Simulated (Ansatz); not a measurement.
Reaction (ligand exchange at the Al–O bond): `C[O][AlH][GeH3]` + CH₃SH → `C[S][AlH][GeH3]` + CH₃OH

Computed with Ansatz on PBE0-D4/def2-TZVP structures; ΔE is electronic, products minus reactants. CCSD(T)/CBS adds triple-zeta CCSD(T) − MP2 to the extrapolated MP2 energy (def2 sets, frozen cores). This one scheme is used for every species. Functionals use def2-TZVPP. B3LYP here is the variant with VWN-RPA as its local correlation; programs differ in this. For Ge outer-core shells are correlated without core-valence functions, which leaves a few kJ/mol of doubt a bond. Scalar relativity is left out up to krypton. One conformer a species, not always the lowest.

`C[O][AlH][GeH3]`:

Cartesian coordinates in Å:
```
C 0.360 1.229 1.631
O 0.816 -0.070 1.398
Al 0.637 -1.204 0.163
Ge -0.735 -0.629 -1.818
H 1.209 1.909 1.754
H -0.231 1.260 2.553
H -0.265 1.610 0.813
H 1.381 -2.581 0.380
H 0.070 -0.761 -3.127
H -1.948 -1.571 -1.963
H -1.293 0.808 -1.783
```

CH₃SH:

Z-matrix (Å, degrees):
```
C
S 1 1.806
H 1 1.089 2 111.5
H 1 1.089 2 111.5 3 -123.8
H 1 1.090 2 106.2 3 118.1
H 2 1.342 1 97.1 3 61.9
```

`C[S][AlH][GeH3]`:

Cartesian coordinates in Å:
```
C 1.793 -0.365 -0.946
S 0.500 0.127 -2.130
Al -1.273 0.439 -0.919
Ge -1.177 0.145 1.538
H 1.947 -1.442 -1.005
H 2.714 0.144 -1.227
H 1.536 -0.091 0.076
H -2.572 0.847 -1.726
H -1.291 -1.342 1.930
H 0.144 0.653 2.151
H -2.320 0.886 2.257
```

CH₃OH:

```xyz
6

C    -0.231   -0.059    0.264
O     0.753    0.635   -0.467
H    -0.471    0.551    1.136
H     0.121   -1.035    0.618
H    -1.153   -0.207   -0.312
H     0.982    0.115   -1.240
```

```
             level  ΔE (kJ/mol)  difference from CCSD(T)/CBS
            PBE-D4         14.0                         -6.7
         r2SCAN-D4         21.2                          0.5
           PBE0-D4         14.0                         -6.7
          B3LYP-D4         26.6                          5.9
           ωB97X-V         25.5                          4.8
           ωB97M-V         24.6                          3.9
            B2PLYP         29.0                          8.3
               PBE         16.5                         -4.2
     HF/def2-TZVPP         33.6                         12.9
SCS-MP2/def2-TZVPP         27.8                          7.1
   CCSD/def2-TZVPP         26.9                          6.2
     HF/def2-QZVPP         35.3                         14.6
SCS-MP2/def2-QZVPP         26.2                          5.5
      HF/CBS(def2)         35.6                         14.9
     MP2/CBS(def2)         19.5                         -1.2
    CCSD/CBS(def2)         23.5                          2.8
       CCSD(T)/CBS         20.7                            0
```

Largest T1 diagnostic among the species: 0.013.

In def2-TZVPP, CCSD(T) changes the Hartree–Fock value by −9.6 kJ/mol (the triples alone add −2.9 kJ/mol) and MP2 by −10.7 kJ/mol. The D4 term adds −4.2 kJ/mol with B3LYP and −2.3 kJ/mol with PBE0; it sums over pairs of atoms, weighted by their polarisabilities, and B3LYP, whose exchange is more repulsive, gets the larger term.
